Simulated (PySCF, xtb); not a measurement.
hexa-1,2-dien-5-yne (C6H6), SMILES C(=CCC#C)=C.

GFN2-xTB in xtb at its own geometry gives an orbital gap of 5.17 eV and a dipole moment of 0.58 D.

The structure is a stationary point at ωB97X-D3(BJ)/def2-SVP. The values are those of a single conformer.

Task: What does HF/def2-TZVP run with PySCF give? (An estimate is asked for; the answer gives what the named calculation found.)

Result: gap 13.65 eV (levels -10.03 and 3.62 eV), dipole 0.56 D.
